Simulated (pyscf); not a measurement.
Single points on ωB97X-D3(BJ)/def2-SVP structures (PySCF, gas phase). MP2 and CC: frozen core, UHF for open shells. ΔMP2 is the change of the MP2 total energy from the triple- to the quadruple-zeta basis.

### Question
How much does it cost (ΔH, 298 K, CCSD(T)/def2-TZVPP + ΔMP2(QZVPP)) to split H₂B–CH₂–CH₂–F (SMILES BCCF) at its C–C bond into H₂B–CH₂• + •H₂C–F?

### Answer
C–C to H₂B–CH₂• + •H₂C–F: 347.3 kJ/mol. The radicals are drawn with the spin at the cut bond; how far it spreads was not checked. H₂B–CH₂–CH₂–F lies 292.1 kJ/mol over its isomer H₃C–B(CH₃)–F, and others may lie lower still (electronic energy, ωB97M-D3(BJ)). Other isomers of H₂B–CH₂• were not searched in full and may lie lower. The CCSD(T) − MP2 part came from Ansatz, without density fitting, on the same reference.
